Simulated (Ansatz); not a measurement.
`CO[SiH](O)Br` + `C=NC#CC` → `C=N[SiH](O)Br` + `CC#COC`  (formal exchange of groups at the Si–O bond)

Isolated molecules relaxed with PBE0-D4/def2-TZVP in Ansatz; ΔE leaves out vibrations. CCSD(T)/CBS is the MP2 limit (def2-TZVPP, def2-QZVPP) plus CCSD(T) − MP2 in def2-TZVPP, frozen cores. Functionals use def2-TZVPP. B3LYP here is the variant with VWN-RPA as its local correlation; programs differ in this. For Br outer-core shells are correlated without core-valence functions, which leaves a few kJ/mol of doubt a bond. Scalar relativity is left out up to krypton. Each species was taken in one conformer, which may not be the lowest.

```csv
level,ΔE (kJ/mol),difference from CCSD(T)/CBS
PBE-D4,111.3,1.7
B3LYP-D4,111.8,2.2
ωB97X-V,102.7,-6.9
ωB97M-V,104.0,-5.6
B2PLYP,110.9,1.3
PBE,111.0,1.4
r2SCAN,116.7,7.1
B3LYP,111.2,1.6
HF/def2-TZVPP,101.4,-8.2
MP2/def2-TZVPP,111.6,2.0
CCSD/def2-TZVPP,106.4,-3.2
HF/def2-QZVPP,101.9,-7.7
MP2/def2-QZVPP,112.6,3.0
SCS-MP2/def2-QZVPP,109.3,-0.3
HF/CBS(def2),101.9,-7.7
MP2/CBS(def2),113.2,3.6
CCSD(T)/CBS,109.6,0
```

Largest T1 diagnostic among the species: 0.013.

In def2-TZVPP, CCSD(T) changes the Hartree–Fock value by +6.6 kJ/mol (the triples alone add +1.7 kJ/mol) and MP2 by +10.2 kJ/mol.
